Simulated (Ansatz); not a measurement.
Cartesian coordinates in Å:
```
N 0.6993 -1.9945 0.5847
Al 0.1558 -0.3869 0.1469
O 0.2442 1.1995 0.7606
Ge -0.7459 1.5297 -0.7989
H 1.2318 -2.2146 1.4114
H 0.5221 -2.8250 0.0444
H -2.1102 2.1607 -0.4429
H 0.0028 2.5311 -1.7061
```

The species carries charge 0 and has multiplicity 1.

List the r2SCAN/def2-TZVPP orbital energies in eV (Ansatz). (Best estimate.)

Ansatz gave: Occupied: -10834.09, -1517.09, -1349.17, -1199.24, -1199.20, -1199.20, -514.72, -385.13, -167.35, -117.12, -117.00, -116.99, -110.62, -70.92, -70.83, -70.70, -30.44, -30.33, -30.31, -30.26, -30.22, -23.90, -22.15, -13.33, -12.70, -11.29, -9.21, -8.92, -8.59, -7.18, -6.79, -5.47. Lowest empty: -1.84, -0.80, -0.14, 0.68, 1.37, 2.28, 2.31, 2.63.
